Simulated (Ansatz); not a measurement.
Total energies of Ge3F5 (the lowest doublet isomer of a short search) from Ansatz at LDA (SPW92)/def2-TZVP, gas phase (1 Eh = 27.2114 eV = 2625.5 kJ/mol). The reference geometry is relaxed at r2SCAN-D4/def2-SVP.

```xyz
8

Ge   -1.2358   -0.4775   -1.2939
Ge    1.9062    0.5073   -0.4792
Ge   -0.1993    0.1541    1.0857
F    -1.2252   -2.1992   -0.9543
F     0.7201   -0.5110   -1.6766
F     1.0517    1.9787   -0.9718
F    -0.7413    1.5774    1.9286
F    -0.2763   -1.0297    2.3614
```

```
                 state   geometry  energy (Eh)
      charge 0 doublet  reference  -6718.06996
      charge 1 singlet  reference  -6717.76760
     charge -1 singlet  reference  -6718.16801
free Ge atom (triplet)          –  -2073.74381
 free F atom (doublet)          –    -99.10436
```

(1) Work out the vertical ionisation energy to the singlet.

(2) Work out the vertical electron affinity, to the singlet.

(3) Give the fundamental gap IE − EA, the Mulliken electronegativity (IE + EA)/2 and the hardness (IE − EA)/2.

(4) What is the binding energy per atom against free atoms?

(1) E(charge 1 singlet) − E(charge 0 doublet) = -6717.76760 − (-6718.06996) = 0.30236 Eh = 8.23 eV. For comparison, −ε of the highest occupied level of the spin that leaves is 5.63 eV at this level, 2.60 eV less.

(2) E(charge 0 doublet) − E(charge -1 singlet) = -6718.06996 − (-6718.16801) = 0.09805 Eh = 2.67 eV. The basis lacks diffuse functions, which makes affinities too small.

(3) From the values in Eh: IE − EA = 0.30236 − 0.09805 = 0.20431 Eh = 5.56 eV; (IE + EA)/2 = 5.45 eV; (IE − EA)/2 = 2.78 eV.

(4) Atoms: 3 × (-2073.74381) + 5 × (-99.10436) = -6716.75323 Eh. Binding: -6716.75323 − (-6718.06996) = 1.31673 Eh = 35.83 eV, or 4.48 eV for each of 8 atoms (no zero-point energy, no counterpoise term).

The structure comes from a short search, and lower isomers may exist.
